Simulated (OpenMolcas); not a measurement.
An atom or ion with 20 electrons was computed by SS-CASPT2, IPEA 0.25 Eh, imaginary shift 0.1 Eh with spin-orbit coupling (OpenMolcas, ANO-RCC-VQZP, DKH2). The lowest levels that the run gave, each within 12 % of the measured value where one is at hand:

| J | Parity | E (eV) | g |
| --- | --- | --- | --- |
| 2 | even | 0.0000 | 0.666 |
| 3 | even | 0.0404 | 1.084 |
| 4 | even | 0.0922 | 1.251 |
| 2 | even | 1.303 | 1.004 |
| 0 | even | 1.682 |  |
| 1 | even | 1.696 | 1.501 |
| 2 | even | 1.725 | 1.497 |
| 4 | even | 2.287 | 1.000 |
| 0 | even | 5.301 |  |

Task: Which ion is it, and what are the configurations and terms?

Result: V3+ (Z = 23, charge +3; active space 2 electrons in 10 orbitals (3d 4d)). J, parity and g give the terms where levels are pure, and mixed ones are named by the computed weights; the size of the splittings, set against known spectra of the 20-electron sequence, gives the charge. In order, with the measured energies in eV (Sugar and Corliss, J. Phys. Chem. Ref. Data 7, 1191 (1978)): 3d2 3F2, 3d2 3F3 (0.0403), 3d2 3F4 (0.0911), 3d2 1D2 (1.3588), 3d2 3P0, 3d2 3P1 (1.6415), 3d2 3P2 (1.6686), 3d2 1G4 (2.2802), 3d2 1S0 (5.2646).

CASPT2 does not keep the components of a term degenerate, so their means are used; among the terms shown or strongly mixed into the levels shown the widest spread is 520 cm-1 (3d2 1G). Active for correlation alone: 4d; no level in the range computed is led by a configuration that fills it, so any true level of that kind is missing. Measured partners are found by configuration, term and J. A level has none where our copy of the source lacks it or the pairing is in doubt (some pairs that miss far off the trend of their configuration count as doubtful), and it then counts in no deviation. Levels of configurations outside the active space are missing.
